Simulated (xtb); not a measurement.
xtb input:

```bash
xtb mol.xyz --gfn 2 --sp --chrg 0 --uhf 0
```
mol.xyz:
```
11

Si     0.02316557    -0.01455377     0.00773879
C     -1.78066584     0.40046325     0.00267545
O      0.34687746    -1.46125672    -0.70073020
O      0.92110883     1.06562132    -0.86221799
O      0.46084220    -0.07149778     1.58942137
H     -2.35317218    -0.38055318     0.50575692
H     -2.15413207     0.49411132    -1.01837473
H     -1.97157685     1.34091407     0.52392646
H      0.78160909    -1.43504479    -1.55660690
H      0.91592985     1.98643093    -0.59136621
H      1.31039119    -0.46781982     1.80048316
```

What final total energy does it print?

-19.26155 Eh (GFN2-xTB).
